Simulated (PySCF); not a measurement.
Vertical excitations of a molecule CH6FNO2Si from TDA-M06-2X/def2-SVPD (PySCF 2.14.0), as energy in eV (oscillator strength): 7.20 (0.058), 8.01 (0.002), 8.58 (0.002), 8.67 (0.011), 8.75 (0.000), 8.86 (0.008), 8.99 (0.011), 9.05 (0.056), 9.29 (0.008), 9.41 (0.009). Lowest triplet (TDA): 6.90 eV. Coordinates come from a PBE0-D3(BJ)/def2-SVP optimisation. Other conformers were not sampled.

Problem. Identify the compound among the candidates.
(A) NC[Si](O)(O)F
(B) CN[Si](O)(O)F
(C) CO[Si](N)(O)F
(D) N[Si](O)(O)CF

Solution. C, CO[Si](N)(O)F
